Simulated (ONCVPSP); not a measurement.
Which setting gave this result? (manganese (Mn), ONCV)

Base potential:

```
Element                 : Mn (Z = 25)
Generator               : ONCVPSP 4.0.1
Type                    : optimised norm-conserving Vanderbilt (ONCV)
Functional              : LDA (Perdew-Zunger)
Relativity              : scalar-relativistic
Frozen core             : [Ar]
Valence charge          : 7
Reference configuration : 3d5 4s1.5 4p0.5
Partial waves           : 4s: rc 2.35 bohr, ncon 3, nbas 7, qcut 2.9 1/bohr, 1 projector; 4p: rc 3.25 bohr, ncon 4, nbas 8, qcut 2.9 1/bohr, 1 projector; 3d: rc 1.60 bohr, ncon 4, nbas 8, qcut 10 1/bohr, 2 projectors, debl 2 Ha
Local potential         : polynomial inside 1.40 bohr (lpopt 5, dvloc0 0 Ha)
Core correction         : Teter function, fcfact 5.25, rcfact 1.35
```

Cutoffs, loose and tight: the cutoffs (Ha) at which the residual kinetic energy of the hardest occupied pseudo-wave falls to 1 and 0.1 mHa per electron. They do not see the model core or the augmentation charge, which bear on the density cutoff. Test errors are all-electron minus pseudo excitation energies from the reference, over the configurations 3d5 4s2 4p0; 3d5 4s1 4p0; 3d5 4s0 4p0; 3d5 4s0 4p1; variants that change the core or the reference have their own tests.

Only the qcut of the d channel is moved (1 further runs of the sweep failed or gave no value and are left out):

| qcut of the d channel (1/bohr) | cutoff, loose | cutoff, tight | bound ghosts | largest test error (meV) | median size of the test errors |
| --- | --- | --- | --- | --- | --- |
| 6.1 | 90 Ha | 116 Ha | s | -17 | 5.5 meV |
| 7.2 | 58 Ha | 93 Ha | s | -24 | 4.7 meV |
| 7.8 | 31 Ha | 86 Ha | s | -28 | 4.4 meV |
| 11.3 | 44 Ha | 50 Ha | s | -35 | 3.7 meV |
| 12.2 | 47 Ha | 54 Ha | s | -38 | 3.4 meV |
| 12.9 | 49 Ha | 56 Ha | s | -38 | 3.3 meV |
| 13.9 | 56 Ha | 65 Ha | s | -40 | 3.2 meV |

**Question.** One more run gave cutoff, loose: 34 Ha; cutoff, tight: 38 Ha; bound ghosts: s; largest test error (meV): -31; median size of the test errors: 4.1 meV. Which value of the qcut of the d channel was used?

**Answer.** 8.9 1/bohr. The median size of the test errors moves one way along this sweep, from 5.5 meV at 6.1 to 3.2 meV at 13.9 1/bohr, which places the run between 7.8 and 11.3 1/bohr.
